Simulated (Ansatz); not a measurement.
An input meant for Ge(OH)2Cl2 (GeCl₂O₂H₂) (charge 0, singlet; atoms displaced at random, 0.03 Å in each coordinate).

```yaml
crystal:
  periodic: [false, false, false]
  atoms:
    - {symbol: Ge, position_ang: [-0.120690, -0.023933, -0.063796]}
    - {symbol: O, position_ang: [-0.061076, 0.051938, 1.666837]}
    - {symbol: H, position_ang: [-0.835862, -0.261495, 2.125304]}
    - {symbol: O, position_ang: [1.538088, -0.123571, -0.565025]}
    - {symbol: H, position_ang: [1.660758, 0.253909, -1.461662]}
    - {symbol: Cl, position_ang: [-1.095914, 1.713914, -0.887207]}
    - {symbol: Cl, position_ang: [-1.235190, -1.692077, -0.690024]}
basis:
  gaussian: {orbitals: cc-pVTZ, nuclear_model: gaussian}
total_charge: -2
hamiltonian: {xc: {name: r2SCAN}, dispersion: d4}
scf: {lower_state_search: off}
```

```sh
$ ansatz run in.yaml --threads 4 --pin off --events-out ev --progress --plain --max-ram 3916MiB
```

It prints (some lines left out):

```
Functional definition: r2SCAN
  name "r2SCAN"
  cite "Furness, Kaplan, Ning, Perdew & Sun, J. Phys. Chem. Lett. 11, 8208 (2020) doi:10.1021/acs.jpclett.0c02405"
  cite "Furness, Kaplan, Ning, Perdew & Sun, J. Phys. Chem. Lett. 11, 9248 (2020) doi:10.1021/acs.jpclett.0c03077"
  parent r2scan
  parameter k0 = 0.174
  parameter k1 = 0.065
  parameter a1 = 4.9479
  exchange = r2scan_x(k0 = k0, k1 = k1, a1 = a1)
  correlation = r2scan_c
these checks for a lower state are left out or cut short: stability, starts, cluster_reference, orbital_swaps, neighbouring_geometries, increment
1357 factors; their error is unknown
mean field evaluation 1: about -85682.6336 eV, gradient 4.6e1 eV
mean field evaluation 2: about -85660.4252 eV, gradient 1.1e2 eV
mean field evaluation 4: about -85687.0034 eV, gradient 1.1e1 eV
mean field evaluation 8: about -85687.2486 eV, gradient 2.0e-1 eV
mean field evaluation 16: about -85687.2205 eV, gradient 1.3e-3 eV
mean field -85687.22054080 eV, -3148.9472739902 hartree, gradient 9.9e-6 eV, S^2 0.000000; 0 other end points of the search recorded, 0 dependent functions left out
reference -85687.22055179 eV, -3148.9472743942 hartree; 43, 43 occupied and 156, 156 virtual orbitals, 1357 factors
Total energy: -85687.28025588 eV, -3148.9494684791 hartree
Checks for a lower state left out: stability, starts, cluster_reference, orbital_swaps, neighbouring_geometries, increment
```

In this input the charge is far from what the species holds (-2 typed, 0 meant). The run converged. The result belongs to that input, not to the species as meant.

A multiply charged anion in the gas phase is held together partly by the finite basis. The highest occupied level of an anion often lies above zero with these methods, and sets without diffuse functions describe the outer electron poorly.
